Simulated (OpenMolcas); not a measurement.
Kr3+: CASPT2 settings compared

```yaml
Program: OpenMolcas
Basis: ANO-R1 [5s4p3d1f]
Scalar_Hamiltonian: X2C, finite nucleus
Active_space: 5 electrons in 4 orbitals (4s 4p)
State_averaging: 2S+1 = 4 odd, 1 root; 2S+1 = 2 odd, 11 roots; 2S+1 = 4 even, 3 roots; 2S+1 = 2 even, 9 roots
Spin-orbit_coupling: RASSI with atomic mean-field integrals over the reference wave functions, term energies averaged over their components
```

Methods on the same reference wave functions:
A. CASSCF
B. SS-CASPT2, IPEA 0.25 Eh, imaginary shift 0.1 Eh (closed shells correlated: 3s 3p 3d)
C. MS-CASPT2, IPEA 0.25 Eh, imaginary shift 0.1 Eh (closed shells correlated: 3s 3p 3d)

Energies in cm-1 above 4s2 4p3 4S* 3/2, the measured ground level; measured values from Saloman, J. Phys. Chem. Ref. Data 36, 215 (2007).

```json
{"Level": "4s2 4p3 4S* 3/2", "A": "0.0", "B": "0.0", "C": "0.0", "Measured": "0.0"}
{"Level": "4s2 4p3 2D* 3/2", "A": "21210", "B": "19670", "C": "19660", "Measured": "17038"}
{"Level": "4s2 4p3 2D* 5/2", "A": "23135", "B": "21250", "C": "21250", "Measured": "18700"}
{"Level": "4s2 4p3 2P* 1/2", "A": "32712", "B": "33810", "C": "33760", "Measured": "31056"}
{"Level": "4s2 4p3 2P* 3/2", "A": "35125", "B": "35860", "C": "35840", "Measured": "33406"}
{"Level": "4s 4p4 4P 5/2", "A": "123057", "B": "119940", "C": "119940", "Measured": "118762"}
{"Level": "4s 4p4 4P 3/2", "A": "126871", "B": "123800", "C": "123800", "Measured": "122426"}
{"Level": "4s 4p4 4P 1/2", "A": "128734", "B": "125640", "C": "125650", "Measured": "124110"}
{"Level": "4s 4p4 2D 3/2", "A": "168474", "B": "154370", "C": "154370", "Measured": "145773"}
{"Level": "4s 4p4 2D 5/2", "A": "168837", "B": "154800", "C": "154800", "Measured": "146645"}
{"Level": "4s 4p4 2S 1/2", "A": "190748", "B": "181930", "C": "181930", "Measured": "173952"}
{"Level": "4s 4p4 2P 3/2", "A": "208542", "B": "190800", "C": "190800", "Measured": "205400"}
{"Level": "4s 4p4 2P 1/2", "A": "213279", "B": "195930", "C": "195930", "Measured": ""}
{"Level": "4p5 2P* 3/2", "A": "326263", "B": "295470", "C": "295490", "Measured": ""}
{"Level": "4p5 2P* 1/2", "A": "332733", "B": "301940", "C": "301980", "Measured": ""}
```

Deviations, from unrounded energies. A percentage is the sum of absolute deviations over the sum of measured energies, with the sign that they share, or ± where signs differ.

```
                        Against measurement  Levels      A      B      C
             mean absolute deviation (cm-1)      11   8200   4900   4900
other terms of the ground configuration (%)       4  +12.0  +10.4  +10.3
                   other configurations (%)       7   +7.5   ±4.2   ±4.2
```

B, C lie about equally close to measurement and A furthest from it. The largest miss of C in the table is 4s 4p4 2P 3/2, by -15000 cm-1. The ranking rests on the paired levels alone, and a cruder setting can come out closer through cancelling errors.

Between B and C the level of the table that moves most is 4p5 2P* 1/2, by 48 cm-1 (lowest in B, highest in C). Moves below CASPT2's spread within the term are not significant.

The two smallest mean deviations differ by little beside CASPT2's spread within terms, so their order carries little weight.

From A to B the spin-free energies of the other terms of 4s2 4p3 shown, above 4S*, scale by factors of 0.92 to 1.03.

The lowest spin-free term lies below A's lowest term by 0.433 hartree in B, 0.433 hartree in C.

CASPT2 does not keep the components of a term degenerate, so their means are used; among the terms shown or strongly mixed into the levels shown the widest spread is 1100 cm-1 (4s 4p4 2D, C). Over all roots computed the reference weight is 0.87 to 0.96 in B, 0.87 to 0.96 in C; the roots of lowest weight are the least certain, and an intruder state may touch them. Terms of s pⁿ other than that of highest spin mix with s² pⁿ⁻² d, which this space lacks; all of them can be thousands of cm-1 off, and some have no real level of that name. The basis is small and was not contracted for so high a charge. Some terms miss by over 15 % even with CASPT2, which points to a basis or an active space too small for the shells correlated (holds for B; C). Computed and measured levels are paired by configuration, term and J; levels that our copy of the source lacks, or whose pairing is in doubt (as where it misses far off the trend of its configuration), stay unpaired and out of the deviations. Levels of configurations outside the active space are missing.

* marks odd parity.
